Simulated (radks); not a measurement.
Species: neutral platinum. Configuration: [Xe] 4f14 5d9 6s1 (the NIST ground configuration).

Method: scalar-relativistic Kohn-Sham, PBE, spin-polarised, spherical densities, finite nucleus; open shells are filled with parallel spins first (spin-orbit coupling, left out, can overturn this in heavy ions); Fermi nuclear charge, rms radius 5.427 fm; computed with a radial shooting solver on a logarithmic mesh with Libxc functionals.

Energy parts (hartree):
part                       energy
total                 -18409.6971
kinetic                20521.2580
electron-nucleus      -45739.3713
Hartree                 7162.5639
exchange-correlation    -354.1477

Orbitals (lengths in bohr, moments of r in powers of bohr; r(90%) holds 90 % of the orbital's charge):
orbital,occ.,eigenvalue (hartree),<1/r>,r(90%)
1s up,1,-2881.021,93.91,0.0313
1s down,1,-2881.020,93.91,0.0313
2s up,1,-506.1542,22.01,0.112
2s down,1,-506.1518,22.01,0.112
2p up,3,-438.7961,19.66,0.106
2p down,3,-438.7942,19.66,0.106
3s up,1,-118.8925,8.160,0.274
3s down,1,-118.8914,8.160,0.274
3p up,3,-99.26581,7.465,0.281
3p down,3,-99.26463,7.465,0.281
3d up,5,-77.94463,7.031,0.264
3d down,5,-77.94284,7.031,0.264
4s up,1,-25.54590,3.491,0.595
4s down,1,-25.54336,3.491,0.595
4p up,3,-19.10675,3.157,0.641
4p down,3,-19.10429,3.157,0.641
4d up,5,-11.27547,2.826,0.699
4d down,5,-11.27259,2.826,0.699
4f up,7,-2.57528,2.389,0.834
4f down,7,-2.57114,2.390,0.833
5s up,1,-3.74502,1.416,1.36
5s down,1,-3.72869,1.418,1.36
5p up,3,-2.06685,1.197,1.61
5p down,3,-2.04568,1.201,1.60
5d up,5,-0.23927,0.7847,2.72
5d down,4,-0.20661,0.7903,2.71
6s up,1,-0.22351,0.4377,4.37
6s down,0,-0.18634,0.4298,4.50

The highest occupied level is 5d down at -5.622 eV. The spin density at the nucleus is 112.7 e/bohr^3 (1s 0.3, 2s -0.4, 3s 0.1, 4s 0.6, 5s -4.8, 6s 117.0). Spin moment in Bohr magnetons: 2. Summed over all electrons, <r^2> = 61.22 bohr^2, which gives a Langevin (diamagnetic) susceptibility term of -48.5 x 10^-6 cm^3/mol. The electron density at the nucleus is 2.116e+06 e/bohr^3 (large components only).
